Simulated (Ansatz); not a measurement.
LiCu4⁻. The state is a singlet with charge -1. Geometry PBE-D4/def2-SVPD.

```xyz
5

Li   -0.4926   -0.3386    0.7643
Cu    1.1295    1.2290   -0.2217
Cu   -1.1478   -2.0987   -0.7912
Cu    0.6386   -0.6994   -1.3923
Cu   -0.1277    1.9077    1.6408
```

B3LYP takes the VWN-RPA correlation. The restricted singlet is unstable towards broken spin symmetry in Hartree–Fock (as tested in another run); at revPBE-D4/def2-TZVPD, r2SCAN-D4/def2-TZVPD, B3LYP-D4/def2-TZVPD, PBE0-D4/def2-TZVPD and others this wasn't settled. At revPBE-D4/def2-TZVPD the highest occupied level of the charge -1 singlet lies above zero (up to 0.09 eV). The electron is either unbound and held by the finite basis, or the level is raised by self-interaction error. No other spin state of charge -1 was run. Another isomer (singlet) lies 0.08 eV lower at PBE0-D4/def2-TZVPD; other spin states weren't run for this one.

Task: Estimate the orbital energies around the gap (eV) in Ansatz with revPBE-D4/def2-TZVPD, r2SCAN-D4/def2-TZVPD, B3LYP-D4/def2-TZVPD, PBE0-D4/def2-TZVPD, ωB97M-V/def2-TZVPD.

Result: 
```tsv
orbital	revPBE-D4/def2-TZVPD	r2SCAN-D4/def2-TZVPD	B3LYP-D4/def2-TZVPD	PBE0-D4/def2-TZVPD	ωB97M-V/def2-TZVPD
HOMO−13	-1.23	-1.41	-2.83	-3.16	-5.66
HOMO−12	-1.21	-1.38	-2.83	-3.16	-5.65
HOMO−11	-1.16	-1.34	-2.81	-3.13	-5.62
HOMO−10	-1.12	-1.29	-2.78	-3.07	-5.51
HOMO−9	-1.09	-1.27	-2.68	-2.99	-5.48
HOMO−8	-1.08	-1.24	-2.66	-2.97	-5.46
HOMO−7	-1.00	-1.17	-2.64	-2.94	-5.39
HOMO−6	-0.96	-1.13	-2.55	-2.87	-5.34
HOMO−5	-0.94	-1.11	-2.48	-2.74	-5.10
HOMO−4	-0.92	-1.09	-2.36	-2.65	-5.06
HOMO−3	-0.73	-0.88	-2.33	-2.63	-5.02
HOMO−2	-0.71	-0.87	-2.29	-2.58	-5.02
HOMO−1	-0.56	-0.71	-1.58	-1.66	-3.46
HOMO	0.09	-0.04	-0.31	-0.32	-1.68
LUMO	1.53	1.57	1.90	2.06	3.04
LUMO+1	1.61	1.67	1.93	2.10	3.20
LUMO+2	1.73	1.80	2.07	2.20	3.22
LUMO+3	2.21	2.32	2.51	2.62	3.48
LUMO+4	2.40	2.67	2.70	2.84	3.52
LUMO+5	2.74	2.95	3.06	3.22	4.07
```
